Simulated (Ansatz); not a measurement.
A nudged elastic band was laid between two geometries of C$_{2}$H$_{9}$Al$_{2}$FN$_{2}$ (16 atoms, charge 0, multiplicity 1).

All numbers below come from RKS PBE0/6-31G in Ansatz 0.2.0.

* movable images: 7
* climbing image: yes
* spring: 5.0 eV/Å²
* optimiser: lbfgs
* start path: IDPP
* force threshold: 0.05 eV/Å
* iteration limit: 10
* end points: relaxed

Image 0:

```xyz
16
Properties=species:S:1:pos:R:3
C 0.563 -1.825 0.241
N 0.608 -0.438 -0.245
Al 1.853 0.125 -1.464
C -0.091 0.499 0.528
N -1.019 1.404 -0.289
F 0.845 1.457 1.125
Al -1.930 0.445 1.304
H -0.454 -2.230 0.177
H 1.219 -2.448 -0.375
H 0.900 -1.895 1.282
H 2.868 -0.998 -1.990
H 1.745 1.625 -2.016
H -0.788 2.392 -0.220
H -1.159 1.103 -1.249
H -2.289 1.487 2.466
H -2.894 -0.726 0.770
```

Image 8:

```xyz
16
Properties=species:S:1:pos:R:3
C 0.536 -1.845 0.127
N 0.537 -0.457 -0.355
Al 1.558 0.083 -1.776
C 0.022 0.496 0.535
N -1.012 1.434 -0.095
F 1.082 1.422 0.948
Al -1.643 0.495 1.638
H 1.042 -2.484 -0.603
H 1.061 -1.937 1.085
H -0.487 -2.216 0.255
H 2.436 -1.060 -2.478
H 1.392 1.589 -2.295
H -0.742 2.414 -0.068
H -1.334 1.146 -1.014
H -1.747 1.543 2.846
H -2.724 -0.644 1.295
```

(1) What changes between the two ends?

(2) What energy profile does the band end with?

## Answers

(1) No bond is made or broken. The dihedral H10–C1–N2–Al3 goes from 108 to -131°. The two ends are copies of one structure, up to a mirror image or an exchange of like atoms.

(2) It did not converge within its limit. The highest image is number 4 of 0 to 8, 0.065 eV above the ends, which have the same energy within 2 meV. The band didn't meet its force threshold, so its energies are provisional: the largest band force was still 0.10 eV/Å, and over the last iterations the top stayed at 0.07 eV. Limits of this set-up: no polarisation functions.

```tsv
image	path coordinate (Å)	energy (eV)	dihedral H10–C1–N2–Al3 (°)
0	0.00	0.000	108
1	0.45	0.011	124
2	0.91	0.035	140
3	1.36	0.057	155
4	1.81	0.065	169
5	2.26	0.056	-177
6	2.71	0.034	-162
7	3.16	0.010	-147
8	3.61	0.000	-131
```

The run took 16 min on 1 thread of Arm Neoverse N1 (shared host), peak memory 0.27 GiB.
